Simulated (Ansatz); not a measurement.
The cation of `CC#CCCCC` at the neutral geometry.

```yaml
crystal:
  periodic: [false, false, false]
  atoms:
    - {symbol: C, position_ang: [0.958725, -2.535769, -2.395792]}
    - {symbol: C, position_ang: [0.558704, -1.996487, -1.109412]}
    - {symbol: C, position_ang: [0.230327, -1.554680, -0.040156]}
    - {symbol: C, position_ang: [-0.182374, -1.000598, 1.240624]}
    - {symbol: C, position_ang: [-0.813316, 0.388010, 1.124126]}
    - {symbol: C, position_ang: [0.140192, 1.442436, 0.590348]}
    - {symbol: C, position_ang: [-0.509274, 2.808835, 0.461082]}
    - {symbol: H, position_ang: [1.157481, -1.735646, -3.113511]}
    - {symbol: H, position_ang: [1.868086, -3.135393, -2.304642]}
    - {symbol: H, position_ang: [0.177634, -3.174730, -2.815749]}
    - {symbol: H, position_ang: [-0.891826, -1.686973, 1.714862]}
    - {symbol: H, position_ang: [0.686618, -0.950274, 1.907598]}
    - {symbol: H, position_ang: [-1.692276, 0.325678, 0.473548]}
    - {symbol: H, position_ang: [-1.175830, 0.687349, 2.113945]}
    - {symbol: H, position_ang: [1.011277, 1.507322, 1.253305]}
    - {symbol: H, position_ang: [0.521853, 1.116550, -0.382549]}
    - {symbol: H, position_ang: [-0.879533, 3.165651, 1.426642]}
    - {symbol: H, position_ang: [-1.360523, 2.775709, -0.224840]}
    - {symbol: H, position_ang: [0.194069, 3.552990, 0.080546]}
basis:
  gaussian: {orbitals: def2-TZVPP}
total_charge: 1
magnetization: {spin_polarized: true, initial_magnetization: 1}
hamiltonian: {xc: pbe, dispersion: d4}
```

```sh
$ ansatz run in.yaml --threads 2 --pin off --events-out ev --progress --plain --max-ram 32768MiB --backend cuda --devices 0, --max-vram 18GiB
```

Shortened log:

```
Functional definition: PBE
1968 factors; their error is unknown
mean field evaluation 1: about -7407.2446 eV, gradient 7.9e1 eV
mean field evaluation 2: about -7311.7756 eV, gradient 1.4e2 eV
mean field evaluation 4: about -7436.1396 eV, gradient 1.2e1 eV
mean field evaluation 8: about -7436.9390 eV, gradient 2.1e0 eV
mean field evaluation 16: about -7436.9901 eV, gradient 1.2e-1 eV
mean field evaluation 32: about -7436.9309 eV, gradient 1.4e-4 eV
mean field -7436.93086167 eV, -273.3021682336 hartree, gradient 9.4e-6 eV, S^2 0.751288; 8 other end points of the search recorded, 0 dependent functions left out
reference -7436.93091345 eV, -273.3021701363 hartree; 27, 26 occupied and 358, 359 virtual orbitals, 1968 factors
Total energy: -7437.25719333 eV, -273.3141607007 hartree
```

Hardware: 2 threads of an AMD EPYC 7R13 on a shared host and a share of an NVIDIA H100 80 GB. Wall time 28 s, peak host memory 1 GiB.
